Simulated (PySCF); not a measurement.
Si(H)(F)(vinyl)2 (C4H7FSi), SMILES [SiH](F)(C=C)C=C.

Geometry optimised at PBE0-D3(BJ)/def2-SVP. Other conformers were not sampled.

Two levels are set side by side: TDA-PBE/def2-SVPD (PySCF) and TDA-PBE0/def2-SVPD (PySCF). Vertical, same geometry. The lowest singlet is HOMO→LUMO 73 %, HOMO→LUMO+1 19 % with PBE and HOMO→LUMO 67 %, HOMO→LUMO+1 12 %, HOMO−2→LUMO 11 % with the other functional; states are paired by order. Differences are taken from unrounded values.

```tsv
quantity	TDA-PBE
lowest singlet excitation (eV)	5.17
lowest triplet excitation (TDA) (eV)	4.26
first bright state (f over 0.05) (eV)	6.52
its oscillator strength	0.15
```

Question: These are the TDA-PBE values. What does TDA-PBE0 give? (The exact figures need the calculation; the answer reports its results.)

Answer: 
```csv
quantity,TDA-PBE0,TDA-PBE minus TDA-PBE0
lowest singlet excitation (eV),6.08,-0.91
lowest triplet excitation (TDA) (eV),4.15,0.11
first bright state (f over 0.05) (eV),7.36,-0.83
its oscillator strength,0.66,-0.51
```

A lower first singlet is the usual sign of a functional without exact exchange. Differences between two approximate levels are no errors against the true value.

Rough cost on one machine, each run with all the roots and properties that it gave: TDA-PBE0 against TDA-PBE about 2 times.
